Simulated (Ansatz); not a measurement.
Steps of a relaxation of BrHInO (`[OH][In][Br]`) radical with UKS PBE-D4/def2-SVP.

```sh
$ ansatz run in.yaml --threads 2 --pin off --events-out ev --progress --plain --max-ram 32768MiB --backend cpu
```

```yaml
crystal:
  periodic: [false, false, false]
  atoms:
    - {symbol: O, position_ang: [-0.623500, -0.497800, -0.145700]}
    - {symbol: In, position_ang: [0.002100, 1.056400, -0.235300]}
    - {symbol: Br, position_ang: [1.967800, -0.052800, -0.174600]}
    - {symbol: H, position_ang: [-1.290900, -0.566000, 0.535300]}
basis:
  gaussian: {orbitals: def2-SVP}
magnetization: {spin_polarized: true, initial_magnetization: 1}
hamiltonian: {xc: pbe, dispersion: d4}
relax: {f_tol: 0.03, max_steps: 200}
```

Positions (Å) and forces (eV/Å) along the path, 12 of 12 steps:

```xyz
4
step=1 energy=-77258.4919 eV
O    -0.624   -0.498   -0.146   -7.034  -13.022    0.833
In    0.002    1.056   -0.235    2.146   15.647   -1.264
Br    1.968   -0.053   -0.175    6.152   -1.651   -0.047
H    -1.291   -0.566    0.535   -1.264   -0.974    0.477
4
step=2 energy=-77261.2069 eV
O    -0.737   -0.553   -0.143   -1.877   -3.290   -0.178
In    0.004    1.168   -0.260    1.340    3.700   -0.390
Br    2.162   -0.056   -0.184    1.571    0.042   -0.087
H    -1.373   -0.619    0.568   -1.034   -0.453    0.654
4
step=3 energy=-77261.7784 eV
O    -0.863   -0.590   -0.144   -0.739   -0.985   -0.125
In    0.063    1.156   -0.261    0.775    0.864   -0.086
Br    2.343    0.011   -0.211    0.492    0.248   -0.079
H    -1.487   -0.637    0.595   -0.528   -0.127    0.290
4
step=4 energy=-77261.9875 eV
O    -0.976   -0.624   -0.130   -0.254   -0.176    0.044
In    0.142    1.082   -0.242    0.201   -0.044    0.041
Br    2.510    0.109   -0.251    0.189    0.163   -0.060
H    -1.622   -0.627    0.603   -0.136    0.056   -0.026
4
step=5 energy=-77262.0655 eV
O    -1.029   -0.676   -0.077   -0.558    0.050    0.518
In    0.210    0.971   -0.193   -0.026   -0.147    0.068
Br    2.658    0.217   -0.315    0.036    0.068   -0.041
H    -1.783   -0.572    0.565    0.547    0.029   -0.545
4
step=6 energy=-77262.0564 eV rejected
O    -1.011   -0.748    0.037   -1.741    0.476    0.832
In    0.247    0.879   -0.115    0.031   -0.049    0.027
Br    2.737    0.296   -0.393   -0.063    0.026   -0.013
H    -1.918   -0.487    0.450    1.773   -0.453   -0.847
4
step=7 energy=-77262.0962 eV
O    -1.037   -0.711   -0.022   -0.233   -0.022    0.201
In    0.232    0.904   -0.151   -0.017   -0.019    0.049
Br    2.707    0.269   -0.355    0.016    0.020   -0.032
H    -1.847   -0.523    0.508    0.234    0.021   -0.219
4
step=8 energy=-77262.1116 eV
O    -1.026   -0.747    0.052   -0.150    0.070    0.118
In    0.247    0.869   -0.108   -0.038   -0.045    0.029
Br    2.729    0.299   -0.395   -0.006    0.004   -0.018
H    -1.895   -0.482    0.430    0.194   -0.029   -0.130
4
step=9 energy=-77262.1191 eV
O    -0.998   -0.758    0.186   -0.019    0.008   -0.006
In    0.255    0.858   -0.047   -0.005   -0.006   -0.003
Br    2.725    0.306   -0.450   -0.003    0.001    0.004
H    -1.927   -0.466    0.291    0.027   -0.002    0.005
4
step=10 energy=-77262.0766 eV rejected
O    -1.030   -0.751    0.007   -1.281    0.421    0.761
In    0.243    0.868   -0.127    0.003   -0.035    0.028
Br    2.732    0.300   -0.377   -0.014    0.012   -0.022
H    -1.890   -0.478    0.477    1.292   -0.398   -0.767
4
step=11 energy=-77262.1191 eV
O    -1.002   -0.759    0.159    0.105   -0.024   -0.015
In    0.253    0.859   -0.059   -0.005   -0.010    0.003
Br    2.726    0.306   -0.439   -0.003    0.001   -0.001
H    -1.921   -0.466    0.319   -0.097    0.033    0.013
4
step=12 energy=-77262.1193 eV
O    -1.001   -0.760    0.165    0.001    0.002    0.001
In    0.253    0.858   -0.056    0.000   -0.002    0.000
Br    2.725    0.307   -0.441    0.000    0.000    0.000
H    -1.923   -0.465    0.312    0.000    0.000   -0.001
```

Hardware: 2 threads of a server CPU on a shared host. Wall time 31 s, peak host memory 0.34 GiB.
